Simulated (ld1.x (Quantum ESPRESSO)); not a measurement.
## An all-electron radial function and its pseudo partner (W)

Columns: radius, all-electron u(r) and pseudo u(r) of the 6p shell (level -1.44 eV) of tungsten in the configuration [Xe] 4f14 5d4 6s2 6p0; BP86, scalar-relativistic, PAW scheme, ld1.x (Quantum ESPRESSO) 7.5.

```csv
r (bohr),all-electron,pseudo
0.180,-0.0629,0.0039
0.360,0.1189,0.0153
0.540,0.0184,0.0338
0.720,-0.1309,0.0587
0.900,-0.1999,0.0889
1.080,-0.1899,0.1233
1.260,-0.1305,0.1606
1.440,-0.0478,0.1996
1.620,0.0413,0.2391
1.800,0.1272,0.2779
1.980,0.2052,0.3150
2.160,0.2732,0.3498
2.340,0.3309,0.3816
2.520,0.3786,0.4100
2.700,0.4170,0.4348
2.880,0.4469,0.4558
3.060,0.4693,0.4729
3.240,0.4851,0.4861
3.420,0.4952,0.4953
3.600,0.5003,0.5003
3.780,0.5011,0.5011
3.960,0.4983,0.4983
4.140,0.4925,0.4925
4.320,0.4841,0.4841
4.500,0.4737,0.4737
4.680,0.4615,0.4615
```

(1) How many radial nodes do the two functions have?

(2) At about which radius was the pseudo-wave matched?

(3) Where does each function peak?

(4) Is the pseudo-wave norm-conserving?

## Answers

(1) The all-electron 6p function has n − l − 1 = 4 (the table is too coarse to show those close to the nucleus); the pseudo-wave has 0, since the states of the same l below it are removed with the core.

(2) 3.60 bohr, where the columns begin to agree (steps of 0.18 bohr).

(3) Outermost all-electron maximum near 3.78 bohr, pseudo maximum near 3.78 bohr (to the table’s step).

(4) No, it belongs to a PAW set: the norm inside the radius is not constrained, and the difference is carried by the augmentation charge.
